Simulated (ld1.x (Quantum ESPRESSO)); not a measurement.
# Transferability test, TM potential for scandium

ld1.x (Quantum ESPRESSO) 7.5 input, shortened:

```
&input
   title='Sc', zed=21., rel=1, dft='PZ', iswitch=3,
   config='[Ar] 3d1 4s2 4p0'
 /
 &inputp
   pseudotype=2, tm=.true., lloc=2,
   nlcc=.true., new_core_ps=.true., rcore=1.10
 /
3
4S  1  0   2.00   0.00  2.80  2.80  0.0
3P  2  1   6.00   0.00  1.50  1.50  0.0
3D  3  2   1.00   0.00  1.25  1.25  0.0
 &test
   configts(1)='3p6 3d1 4s2 4p0'
 /
```

Energies are relative to the spin-unpolarised reference configuration 3p6 3d1 4s2 4p0; without spin polarisation the order of configurations can differ from experiment. Spin-polarised rows fill each open shell by Hund’s rule, majority spin first. The frozen-core shift is the all-electron ΔE with the core orbitals held at their reference shape minus the fully relaxed ΔE.

**Question.** Give the all-electron excitation energy and the error of the potential for: 3p6 3d1 4s1 4p0; 3p6 3d1 4s0 4p0; 3p6 3d0 4s0 4p0; 3p6 3d2 4s1 4p0; 3p6 3d1 4s1.5 4p0; 3p6 3d1 4s0 4p2; 3p6 3d2 4s0 4p0; 3p6 3d1 4s2 4p0 (spin-polarised); 3p6 3d1 4s1 4p0 (spin-polarised).

**Answer.**

```
           valence configuration  charge  ΔE all-electron (eV)  error AE − PS (meV)  frozen-core shift (meV)
                 3p6 3d1 4s1 4p0      +1                 7.067                 +1.1                     +0.5
                 3p6 3d1 4s0 4p0      +2                20.028                  -16                     +2.8
                 3p6 3d0 4s0 4p0      +3                45.118                 +104                     +102
                 3p6 3d2 4s1 4p0       0                 1.622                  -48                      +12
               3p6 3d1 4s1.5 4p0    +0.5                 2.824                 +0.2                     +0.2
                 3p6 3d1 4s0 4p2       0                 5.827                 -4.7                     +0.5
                 3p6 3d2 4s0 4p0      +1                 7.720                 -122                      +20
3p6 3d1 4s2 4p0 (spin-polarised)       0                -0.151                 +6.4                     +0.2
3p6 3d1 4s1 4p0 (spin-polarised)      +1                 6.520                 +9.9                     +0.9
```

Note: ghost state, extra bound levels that the all-electron valence spectrum of the same l lacks: s at -240.3 eV. A true bound ghost makes a file unfit for plane-wave use.
